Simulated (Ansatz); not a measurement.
`[F][Nb](=[S])([Cl])[Cl]` + HCl → `[S]=[Nb]([Cl])([Cl])[Cl]` + H–F at 700 K and 1 bar (ligand exchange at the Nb–F bond).

Isolated molecules relaxed with PBE0-D4/def2-TZVP in Ansatz; ΔE leaves out vibrations. CBS: MP2 limit from def2 TZ/QZ plus the TZ coupled-cluster correction, frozen cores. This one scheme is used for every species. def2 core potentials past Kr. For Nb outer-core shells are correlated without core-valence functions, which leaves a few kJ/mol of doubt a bond.

```tsv
species	CCSD(T)/CBS energy (Eh)	H − E (kJ/mol)	S (J/(mol·K))
`[F][Nb](=[S])([Cl])[Cl]`	-1474.27673	78.4	449.6
HCl	-460.38127	38.4	211.8
`[S]=[Nb]([Cl])([Cl])[Cl]`	-1834.26413	77.7	453.6
H–F	-100.39570	45.2	198.5
```

H − E and S are ideal-gas, rigid-rotor, harmonic terms from PBE0-D4/def2-TZVP. 1 Eh = 2625.50 kJ/mol, R = 8.31446 J/(mol·K).

Task: By hand: ΔE, ΔH, ΔS and ΔG.

Result: ΔE = (-1834.26413) + (-100.39570) − (-1474.27673) − (-460.38127) = -0.00183 Eh = -4.8 kJ/mol. Δ(H − E) = 77.7 + 45.2 − 78.4 − 38.4 = 6.1, so ΔH = 1.3 kJ/mol. ΔS = 453.6 + 198.5 − 449.6 − 211.8 = -9.3 J/(mol·K). ΔG = 1.3 − 700 × (-9.3)/1000 = 7.8 kJ/mol.

Task: By hand: the equilibrium constant, and the temperature at which ΔG would vanish if ΔH and ΔS stayed fixed.

Result: log₁₀ K = −ΔG/(RT ln 10) = -0.6. ΔH and −TΔS have one sign here, so there is no such temperature. One of them is within its doubt of zero, so this could turn.

TΔS isn't small against ΔH here. A doubt of 5 kJ/mol in ΔE shifts log₁₀ K by 0.4 here. These are equilibria of isolated gas molecules and say nothing of rates. Largest T1 diagnostic: 0.022 (customary marks: 0.02 for closed shells, 0.045 for open ones).
